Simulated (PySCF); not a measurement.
Exercise with solution: oscillator strength and radiative lifetime

H₂O₄S, SMILES O=S(=O)(O)O.

The structure is a stationary point at B3LYP-D3(BJ)/def2-SVP. Other conformers were not sampled.

PySCF 2.14.0 with TDDFT-LC-ωPBE/def2-SVPD puts the first singlet state with f over 0.02 at 9.93 eV (vertical), with the transition dipole (0.000, 0.000, -0.404) in atomic units.

Task: Find the oscillator strength, the wavelength and the radiative lifetime that this transition would have in vacuum if emission retraced absorption.

Result: 
|μ|² = 0.1632 au, so |μ| = 1.03 D. ΔE = 9.93/27.211 = 0.3649 hartree. f = (2/3) ΔE |μ|² = 0.040 (the program prints 0.040).
λ = 1239.84/9.93 = 125 nm; ν = 80091 cm⁻¹.
Einstein's coefficient A = 0.6670 ν² f s⁻¹ (ν in cm⁻¹) = 1.7e8 s⁻¹, so τ = 1/A = 5.9 ns. This state is S8; the lower singlets have f = 0.005, 0.004, 0.005, 0.001, 0.013, 0.002, 0.000. The figure is the radiative limit of this one transition; relaxation, internal conversion, crossing to triplets and a medium change what is measured.
